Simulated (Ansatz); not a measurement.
Cl4Fe, charge -1, sextet, geometry from GFN2-xTB (such geometries of metal compounds can be far from the true shape) (a gas-phase anion, which may not be bound at this level). Base run: B3LYP/def2-SVP (Ansatz, a program for electronic structure).

Input for Ansatz:
Ansatz 0.2 input:
```yaml
crystal:
  periodic: [false, false, false]
  atoms:
    - {symbol: Fe, position_ang: [-0.00000000, -0.00000000, -0.00000000]}
    - {symbol: Cl, position_ang: [1.71855113, -0.56358205, -1.20848796]}
    - {symbol: Cl, position_ang: [0.65566275, 0.46239914, 2.02182572]}
    - {symbol: Cl, position_ang: [-0.95592471, 1.74942799, -0.87016982]}
    - {symbol: Cl, position_ang: [-1.41828916, -1.64824508, 0.05683206]}
basis:
  gaussian:
    orbitals: def2-SVP
hamiltonian:
  xc: b3lyp
total_charge: -1
magnetization: {spin_polarized: true, initial_magnetization: 5}
```

Each row names what was changed in the base input (with any setting that the change needs).

| change | basis functions | E (Eh) |
|---|---|---|
| base | 103 | -3104.14959 |
| basis = x2c-SVPall; relativity = spin-free X2C | 108 | -3118.68222 |
| basis = cc-pVDZ-DK; relativity = spin-free X2C; nucleus = Gaussian | 115 | -3119.57858 |
| basis = x2c-TZVPall; relativity = spin-free X2C | 196 | -3119.62029 |
| basis = x2c-SVPall; relativity = spin-free X2C; nucleus = Gaussian | 108 | -3118.67700 |
| basis = cc-pVDZ-DK; relativity = spin-free X2C | 115 | -3119.58476 |
| basis = x2c-TZVPall; relativity = spin-free X2C; nucleus = Gaussian | 196 | -3119.61468 |
| basis = x2c-TZVPall; relativity = none | 196 | -3101.09715 |
| basis = x2c-SVPall; relativity = none | 108 | -3100.91125 |
| basis = cc-pVDZ-DK; relativity = none | 115 | -3099.42974 |

Total energies compare only within one method and basis.

Ansatz warned in this series: the basis is contracted for relativity, which the run leaves out.

A gas-phase anion may not be bound at this level; its values then depend on the basis.

Basis sets contracted for a relativistic Hamiltonian are a mismatch without it, so the rows without relativity aren't non-relativistic limits. No row has spin-orbit coupling; sets with core potentials leave out the core electrons.
